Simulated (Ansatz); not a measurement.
Species: ZrF2, net charge 0, triplet state. The spin state was set by rule; other spins were not relaxed. 
Coordinates optimised at B3LYP-D3(BJ)/def2-TZVP (Ansatz, an electronic-structure program):
```
Zr
F 1 1.9247
F 1 1.9247 2 136.89
```
Charge 0, spin multiplicity 3.

Quantity: vertical singlet-triplet gap (E(singlet) - E(triplet); the singlet is one closed-shell determinant, which may describe it poorly; each state is the SCF solution reached for its spin; for the singlet the Hartree-Fock reference is unstable and T1 is 0.020), in kcal/mol. Correlated levels leave the core frozen unless marked. UHF or UKS for open shells. Spin-orbit coupling is left out. The frozen core is the preceding noble-gas configuration, with the filled d and f shells of earlier blocks. In def2 rows, elements after Kr have scalar-relativistic effective core potentials. CBS(X,Y): correlation extrapolated as X^-3; Hartree-Fock from the larger set. The bracket is a focal-point correction in the basis named.

| level | program | vertical singlet-triplet gap (kcal/mol) |
|---|---|---|
| PBE/def2-TZVPD | Ansatz | 12.7 |
| CAM-B3LYP/def2-TZVPD | Ansatz | 12.6 |
| wB97M-V/def2-TZVPD | Ansatz | ? |
| SCS-MP2/def2-TZVPPD | Ansatz | 10.6 |
| RI-MP2/CBS(def2-TZVPPD,def2-QZVPPD)+[CCSD(T)-MP2]/def2-TZVPPD | Ansatz | 5.0 |

Q: Fill in the missing entries.

A: 
- wB97M-V/def2-TZVPD, vertical singlet-triplet gap (kcal/mol): 8.5
